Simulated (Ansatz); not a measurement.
Consider the atomization: `[CH3][K]` → C• + 3 H• + K•.

Isolated molecules relaxed with PBE0-D4/def2-TZVP in Ansatz; ΔE leaves out vibrations. CCSD(T)/CBS is the MP2 limit (def2-TZVPP, def2-QZVPP) plus CCSD(T) − MP2 in def2-TZVPP, frozen cores. This one scheme is used for every species, atoms too. DFT in def2-TZVPP. HSE06 is defined as in plane-wave codes. Open shells (•) are unrestricted, without spin–orbit coupling. Spin–orbit coupling would lower the free atoms: a little for C. Bonds to K are less sure, by a few kJ/mol each and by 10 to 20 or more in all where they break to atoms, as the def2 sets lack core-valence functions. Scalar relativity is left out up to krypton.

```csv
level,ΔE (kJ/mol),difference from CCSD(T)/CBS
PBE-D4,1429.6,12.0
BLYP-D4,1415.6,-2.0
r2SCAN-D4,1408.3,-9.3
r2SCAN0-D4,1390.5,-27.1
HSE06-D4,1404.4,-13.2
B2PLYP,1394.8,-22.8
PBE-QIDH,1388.9,-28.7
BLYP,1404.3,-13.3
PBE0,1399.5,-18.1
BHLYP,1366.6,-51.0
CAM-B3LYP,1411.2,-6.4
MP2/def2-SVP,1309.2,-108.4
CCSD(T)/def2-SVP,1319.7,-97.9
HF/def2-TZVPP,1000.1,-417.5
CCSD/def2-QZVPP,1377.7,-39.9
MP2/CBS(def2),1414.9,-2.7
CCSD(T)/CBS,1417.6,0
```

Largest T1 diagnostic among the species: 0.017.

Leaving LDA and LC-ωPBE aside and taking each functional with its dispersion term where it has one, the values, not all of them listed here, spread over 56.6 kJ/mol, from BHLYP-D4 to PBE-D4. LDA lies +159.6 kJ/mol from PBE without D4, its usual overbinding. From PBE to PBE0 (25 % exact exchange), in def2-TZVPP and without D4, ΔE moves by −25.2 kJ/mol: exact exchange takes away binding that semilocal exchange gives to molecules.

For atomizations the MP2-based limit and the directly extrapolated one differ by several kJ/mol either way, and by 10 to 25 for some Ge, Se and Sn compounds, so smaller differences from it don't rank the levels.
